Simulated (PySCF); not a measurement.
PySCF input (BP86/def2-SVP):

```python
from pyscf import gto, dft

mol = gto.M(
    atom='''
    C    -2.41258030   -0.01888964   -0.05731211
    C    -0.93801091    0.30083308   -0.04676144
    C    -0.05226916   -0.70089223    0.05439762
    Cl    1.73554293    0.08710432    0.03538939
    H    -2.90761299    0.31745366   -0.98009618
    H    -2.95041684    0.45692304    0.77578377
    H    -2.55399749   -1.09976569    0.02509439
    H    -0.67504020    1.35830825   -0.12434605
    ''',
    basis='def2-svp',
    charge=-1,
    spin=0,
    verbose=4,
)

mf = dft.RKS(mol, xc='bp86')
mf.grids.level = 3
mf.conv_tol = 1e-9
mf.max_cycle = 100
mf.max_memory = 1500
mf.kernel()
if not mf.converged:
    mf = mf.newton()
    mf.kernel(mf.make_rdm1())
mf.dip_moment()
```

Output:

```
PySCF version 2.14.0

[INPUT] verbose = 4
[INPUT] num. atoms = 8
[INPUT] num. electrons = 40
[INPUT] charge = -1
[INPUT] spin (= nelec alpha-beta = 2S) = 0
[INPUT] symmetry False subgroup None
[INPUT] Mole.unit = angstrom
[INPUT] Symbol           X                Y                Z      unit          X                Y                Z       unit  Magmom
[INPUT]  1 C     -2.412580300000  -0.018889640000  -0.057312110000 AA   -4.559116020521  -0.035696246192  -0.108304191521 Bohr   0.0
[INPUT]  2 C     -0.938010910000   0.300833080000  -0.046761440000 AA   -1.772583721754   0.568492130409  -0.088366314790 Bohr   0.0
[INPUT]  3 C     -0.052269160000  -0.700892230000   0.054397620000 AA   -0.098774397161  -1.324494357536   0.102796603628 Bohr   0.0
[INPUT]  4 Cl     1.735542930000   0.087104320000   0.035389390000 AA    3.279700815125   0.164603309066   0.066876254815 Bohr   0.0
[INPUT]  5 H     -2.907612990000   0.317453660000  -0.980096180000 AA   -5.494592227328   0.599900474641  -1.852113355932 Bohr   0.0
[INPUT]  6 H     -2.950416840000   0.456923040000   0.775783770000 AA   -5.575479780905   0.863459405604   1.466018857183 Bohr   0.0
[INPUT]  7 H     -2.553997490000  -1.099765690000   0.025094390000 AA   -4.826355778927  -2.078255955293   0.047421524363 Bohr   0.0
[INPUT]  8 H     -0.675040200000   1.358308250000  -0.124346050000 AA   -1.275641101072   2.566830585237  -0.234979979171 Bohr   0.0

nuclear repulsion = 128.014183293468
number of shells = 38
number of NR pGTOs = 136
number of NR cGTOs = 80
basis = def2-svp
ecp = {}

******** <class 'pyscf.dft.rks.RKS'> ********
method = RKS
initial guess = minao
damping factor = 0
level_shift factor = 0
DIIS = <class 'pyscf.scf.diis.CDIIS'>
diis_start_cycle = 1
diis_space = 8
diis_damp = 0
SCF conv_tol = 1e-09
SCF conv_tol_grad = None
SCF max_cycles = 100
direct_scf = True
direct_scf_tol = 1e-13
XC library pyscf.dft.libxc version 7.1.2
    S. Lehtola, C. Steigemann, M. J. T. Oliveira, and M. A. L. Marques,  SoftwareX 7, 1–5 (2018)
XC functionals = bp86
    A. D. Becke,  Phys. Rev. A 38, 3098 (1988)
    J. P. Perdew,  Phys. Rev. B 33, 8822 (1986)
    J. P. Perdew,  Phys. Rev. B 34, 7406–7406 (1986)
radial grids:
    Treutler-Ahlrichs [JCP 102, 346 (1995); DOI:10.1063/1.469408] (M4) radial grids

becke partition: Becke, JCP 88, 2547 (1988); DOI:10.1063/1.454033
pruning grids: <function nwchem_prune>
grids dens level: 3
symmetrized grids: False
atomic radii adjust function: <function treutler_atomic_radii_adjust>
small_rho_cutoff = 0
Set gradient conv threshold to 3.16228e-05
Initial guess from minao.
tot grids = 100472
init E= -576.670682133873
  HOMO = -0.257111661263717  LUMO = -0.078133918679856  gap/eV = 4.87023
cycle= 1 E= -576.591834925227  delta_E= 0.0788  |g|= 0.508  |ddm|= 2.97
  HOMO = 0.149277529174111  LUMO = 0.230366893221483  gap/eV = 2.20655
cycle= 2 E= -576.527976231382  delta_E= 0.0639  |g|=  0.7  |ddm|= 2.99
  HOMO = 0.051814695920771  LUMO = 0.195356566267466  gap/eV = 3.90597
cycle= 3 E= -576.670637719776  delta_E= -0.143  |g|= 0.145  |ddm|= 1.91
  HOMO = 0.0565370001701786  LUMO = 0.195348024866916  gap/eV = 3.77724
cycle= 4 E= -576.67638184455  delta_E= -0.00574  |g|= 0.0428  |ddm|= 0.282
  HOMO = 0.0508366186697717  LUMO = 0.193676516454107  gap/eV = 3.88687
cycle= 5 E= -576.67672796065  delta_E= -0.000346  |g|= 0.0275  |ddm|= 0.0991
  HOMO = 0.0527947751834947  LUMO = 0.193812024113444  gap/eV = 3.83727
cycle= 6 E= -576.676933669244  delta_E= -0.000206  |g|= 0.00627  |ddm|= 0.0524
  HOMO = 0.0526062428987086  LUMO = 0.193678181397055  gap/eV = 3.83876
cycle= 7 E= -576.676946518802  delta_E= -1.28e-05  |g|= 0.00131  |ddm|= 0.0133
  HOMO = 0.0525305395678206  LUMO = 0.193654401405451  gap/eV = 3.84018
cycle= 8 E= -576.676946910244  delta_E= -3.91e-07  |g|= 0.000354  |ddm|= 0.00184
  HOMO = 0.0525350041838601  LUMO = 0.193639312138815  gap/eV = 3.83964
cycle= 9 E= -576.676947020153  delta_E= -1.1e-07  |g|= 8.45e-05  |ddm|= 0.0007
  HOMO = 0.0525276735677243  LUMO = 0.193631647202264  gap/eV = 3.83963
cycle= 10 E= -576.676947022208  delta_E= -2.06e-09  |g|= 9.95e-06  |ddm|= 0.000141
  HOMO = 0.0525252460493175  LUMO = 0.193631040304212  gap/eV = 3.83968
cycle= 11 E= -576.676947022237  delta_E= -2.88e-11  |g|= 4.25e-06  |ddm|= 4.52e-05
  HOMO = 0.0525264702286892  LUMO = 0.193631368991532  gap/eV = 3.83966
Extra cycle  E= -576.676947022234  delta_E= 3.18e-12  |g|= 5.11e-06  |ddm|= 2.31e-05
converged SCF energy = -576.676947022234

WARN: System has nonzero charge -1; the dipole moment is origin-dependent.
Location of origin: [0. 0. 0.]

Dipole moment(X, Y, Z, Debye): -1.38741,  2.08341, -0.19932
```

The dipole moment of an ion depends on the origin.

The geometry given is a B3LYP-D3(BJ)/def2-TZVP minimum.
